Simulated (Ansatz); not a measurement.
The cluster TiSi6⁺, relaxed as a doublet with UKS PBE0-D4/def2-SVP in Ansatz, starting from the GFN2-xTB geometry. Force threshold 0.02 eV/Å.

The charge 1 doublet is spin-contaminated (final ⟨S²⟩ up to 0.94, 0.75 for a pure state). The relaxation made no stability test and no search for a lower SCF solution. No other spin state of charge 1 was run. The structure comes from a short search, and lower isomers may exist.

Start:

```xyz
7

Ti    0.041   -1.009    0.252
Si   -1.438    1.307   -0.532
Si    0.370    1.445    1.282
Si    0.802   -1.549   -2.113
Si    1.531   -0.312    2.183
Si    1.118    0.652   -1.557
Si   -2.423   -0.535    0.486
```

Question: Estimate the energy that the relaxation releases and the steps that it takes.

Answer: 86.2 kcal/mol, in 34 steps; 4.2 min on 4 threads of Arm Neoverse V2 on a shared host. No frequencies were taken in this run, so the end may be a saddle point.

Question: Does the start keep its bonding?

Answer: Bonds lost: Ti1–Si7 (atoms count from 1). Bonds formed: Si2–Si4, Si2–Si6, Si3–Si6, Si3–Si7, Si5–Si6, Si6–Si7 (atoms count from 1).

Question: Predict the relaxed structure.

Answer: 
```xyz
7

Ti    0.213   -1.949    0.271
Si   -1.383   -0.346   -0.740
Si   -0.539    0.059    1.514
Si    0.942   -0.668   -1.767
Si    1.921   -0.198    0.849
Si    0.514    1.244   -0.416
Si   -1.668    1.859    0.290
```
Bond lengths: 10 × Si–Si 2.37 to 2.56 Å; 4 × Si–Ti 2.48 to 2.52 Å.
